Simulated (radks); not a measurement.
Charge is removed step by step from the 6s down level of neutral promethium, starting from [Xe] 4f5 6s(up 1, down 1). Calculated with a radial shooting solver on a logarithmic mesh with Libxc functionals: scalar-relativistic Kohn-Sham, r2SCAN, spin-polarised, spherical densities, finite nucleus; open shells are filled with parallel spins first (spin-orbit coupling, left out, can overturn this in heavy ions); meta-GGA in the generalised Kohn-Sham scheme; Fermi nuclear charge, rms radius 4.962 fm.

removed (e),E - E(0) (eV),eigenvalue (eV)
0,0.000,-3.421
0.25,0.973,-4.365
0.5,2.179,-5.275
0.75,3.601,-6.077

The mean slope of the eigenvalue, de/dn, is 3.54 eV per electron.
